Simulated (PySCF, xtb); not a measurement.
C₄H₇BF₂, SMILES CB(F)/C=C(/C)F.

GFN2-xTB run with xtb 6.7.1 at its own geometry gives an orbital gap of 3.92 eV and a dipole moment of 3.46 D.

Coordinates come from a B3LYP-D3(BJ)/def2-SVP optimisation. The structure was generated by enumeration; whether it is a known compound was not checked. Other conformers were not sampled.

What does PBE/def2-TZVP run with PySCF give? (The exact figures need the calculation; the answer reports its results.)

gap 4.36 eV (levels -6.51 and -2.14 eV), dipole 2.73 D.
